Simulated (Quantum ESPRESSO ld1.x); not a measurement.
Values are calculated unless marked as measured or tabulated.
Species: Ce22+. Configuration: [Kr]. Code: ld1.x of Quantum ESPRESSO 7.5. Model: Dirac Kohn-Sham, relativistic LDA (MacDonald-Vosko exchange, VWN5 correlation), spin-unpolarised, spherical densities, point nucleus.

Normalised radial functions P(r) = r R(r) (large component), r in bohr:

r	4p1/2
0.0008653	0.0048
0.0009756	0.0055
0.001109	0.0064
0.00125	0.0074
0.00141	0.0086
0.001602	0.0101
0.001806	0.0118
0.002037	0.0138
0.002296	0.0161
0.00261	0.0192
0.002943	0.0226
0.003318	0.0266
0.003771	0.0319
0.004252	0.0378
0.004794	0.0448
0.005448	0.0539
0.006143	0.0640
0.006926	0.0761
0.007809	0.0905
0.008876	0.1087
0.01001	0.1289
0.01128	0.1526
0.01282	0.1819
0.01446	0.2136
0.0163	0.2497
0.01853	0.2929
0.02089	0.3375
0.02355	0.3856
0.02656	0.4357
0.03018	0.4895
0.03403	0.5373
0.03837	0.5789
0.04361	0.6110
0.04917	0.6239
0.05544	0.6136
0.06301	0.5700
0.07104	0.4924
0.0801	0.3753
0.09032	0.2181
0.1026	0.0107
0.1157	-0.2101
0.1305	-0.4386
0.1483	-0.6637
0.1672	-0.8266
0.1885	-0.9115
0.2143	-0.8863
0.2416	-0.7370
0.2724	-0.4659
0.3071	-0.0933
0.3491	0.3701
0.3936	0.8061
0.4438	1.1791
0.5044	1.4447
0.5687	1.5334
0.6412	1.4633
0.7287	1.2472
0.8216	0.9680
0.9264	0.6766
1.045	0.4226
1.187	0.2234
1.339	0.1069
1.509	0.0440
1.715	0.0142
1.934	0.0040

4p1/2: eigenvalue -755.66 eV, 2 radial nodes at r = 0.103, 0.315 bohr, <r> = 0.595 bohr, 90 % of the charge inside 0.852 bohr.
